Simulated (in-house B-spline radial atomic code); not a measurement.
Inner levels of lanthanum as electrons are removed. A shift is the extra binding of the orbital against the neutral atom ([Xe] 5d1 6s2). Computed with a radial B-spline atomic code at the basis-set limit: non-relativistic Hartree-Fock, average of the configuration, point nuclei.

This level leaves out relativity, spin-orbit splitting included, which matters for heavy ions.

```csv
ion,configuration,shift of 3s (eV),shift of 3p (eV),shift of 2s (eV),radius of 3s (bohr),radius of 3p (bohr),radius of 2s (bohr),Σ<r²> (bohr²),change of density at nucleus (bohr⁻³)
La21+,[Ar] 3d10 4s2 4p6,548.11,549.5,576.59,0.29546,0.28536,0.11397,5.275,97.189
La22+,[Ar] 3d10 4s2 4p5,591.84,593.17,624.21,0.29512,0.28541,0.11395,4.758,123.4
La23+,[Ar] 3d10 4s2 4p4,636.24,637.53,672.71,0.29476,0.28506,0.11393,4.2586,150.38
La24+,[Ar] 3d10 4s2 4p3,681.31,682.57,722.07,0.29439,0.28469,0.11391,3.776,178.14
La25+,[Ar] 3d10 4s2 4p2,727.05,728.27,772.3,0.294,0.28431,0.11388,3.3092,206.67
La26+,[Ar] 3d10 4s2 4p1,773.46,774.64,823.38,0.2936,0.28391,0.11386,2.8577,235.97
La27+,[Ar] 3d10 4s2,820.51,821.67,875.31,0.29319,0.2835,0.11383,2.4206,266.06
La28+,[Ar] 3d10 4s1,867,869.45,926.89,0.29326,0.28307,0.11383,2.0011,-98.792
La29+,[Ar] 3d10,914.06,917.82,979.21,0.29299,0.28262,0.11382,1.5938,-478.46
La30+,[Ar] 3d9,993.65,998.04,1084.42,0.29101,0.28041,0.11373,1.4916,-419.19
La31+,[Ar] 3d8,1074.39,1079.5,1191.65,0.28904,0.27822,0.11363,1.3937,-358.06
```
